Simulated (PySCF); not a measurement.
# Nuclear quadrupole coupling in `CNc1ccccc1S`

C7H9NS.
Z-matrix (Å and degrees, GFN2-xTB geometry), rows numbered from 1:
```
C 
N   1  1.4403
C   2  1.3724  1  122.39
C   3  1.3961  2  122.57  1    16.77
C   4  1.3821  3  121.07  2   177.18
C   5  1.3829  4  120.59  3     0.12
C   6  1.3848  5  119.39  4    -0.13
C   7  1.3816  6  120.28  5     0.20
S   8  1.7823  3  118.33  2     3.02
H   1  1.0975  2  112.62  3    57.24
H   1  1.0911  2  109.89  3   -64.06
H   1  1.0875  2  108.67  3   177.71
H   2  1.0095  1  115.18  3  -147.58
H   4  1.0778  3  119.61  2    -2.89
H   5  1.0798  4  119.35  3   179.86
H   6  1.0788  5  120.75  4   179.63
H   7  1.0813  6  119.93  5   179.90
H   9  1.3298  8   95.54  3   173.58
```

Field gradients from the PBE0/pcSseg-1 density (PySCF, non-relativistic), principal values in atomic units, ordered |Vxx| ≤ |Vyy| ≤ |Vzz|:

```json
{"atom": "N2", "Vxx": "0.5190", "Vyy": "0.6585", "Vzz": "-1.1775"}
{"atom": "S9", "Vxx": "0.3072", "Vyy": "2.3515", "Vzz": "-2.6587"}
```

Find the asymmetry η = (Vxx − Vyy)/Vzz and the couplings χ = eQV/h (234.96 MHz × Q in barn × V in au), with Q(14N) = 0.02044 b, Q(33S) = −0.0678 b.

| atom | environment | nucleus | η | χzz (MHz) | χxx (MHz) | χyy (MHz) |
| --- | --- | --- | --- | --- | --- | --- |
| N2 | aniline-type nitrogen | 14N | 0.12 | -5.66 | 2.49 | 3.16 |
| S9 | thiol sulfur | 33S | 0.77 | 42.35 | -4.89 | -37.46 |

What is Vzz at S9 in SI units (1 au = 9.71736 × 10²¹ V/m²)?

-2.6587 au = -25.835 × 10²¹ V/m².

And the gradient at the other heavy atoms, for which no coupling is worked out here?

```tsv
atom	environment	Vzz (au)	η
C1	N-methyl carbon	0.265	0.06
C3	aromatic carbon bearing nitrogen	-0.253	0.82
C4	aromatic CH carbon	0.196	0.43
C5	aromatic CH carbon	0.311	0.20
C6	aromatic CH carbon	0.243	0.23
C7	aromatic CH carbon	0.256	0.38
C8	substituted aromatic carbon	-0.247	0.61
```

What couplings would deuterons (Q(2H) = 0.00286 b) have in place of the hydrogens, at this geometry?

| atom | bonded to | bond length (Å) | Vzz (au) | η | χzz (kHz) |
| --- | --- | --- | --- | --- | --- |
| H10 | C1 | 1.097 | 0.2905 | 0.05 | 195 |
| H11 | C1 | 1.091 | 0.3015 | 0.05 | 203 |
| H12 | C1 | 1.088 | 0.3094 | 0.07 | 208 |
| H13 | N2 | 1.010 | 0.3967 | 0.25 | 267 |
| H14 | C4 | 1.078 | 0.3332 | 0.10 | 224 |
| H15 | C5 | 1.080 | 0.3289 | 0.06 | 221 |
| H16 | C6 | 1.079 | 0.3321 | 0.08 | 223 |
| H17 | C7 | 1.081 | 0.3253 | 0.09 | 219 |
| H18 | S9 | 1.330 | 0.2479 | 0.18 | 167 |

Geometry: GFN2-xTB, one conformer, isolated molecule. GFN2-xTB bond lengths can be off by several hundredths of an ångström, more for odd bonds, and the gradients follow them. The basis is small and wasn't made for field gradients, so the couplings can be 20 % off.

The run behind these numbers computed NMR shieldings as well. Hardware: Intel Xeon Platinum 8488C, one thread (shared host). Cost: 48 s (grids of density and orbitals included), 0.92 GiB resident at most.
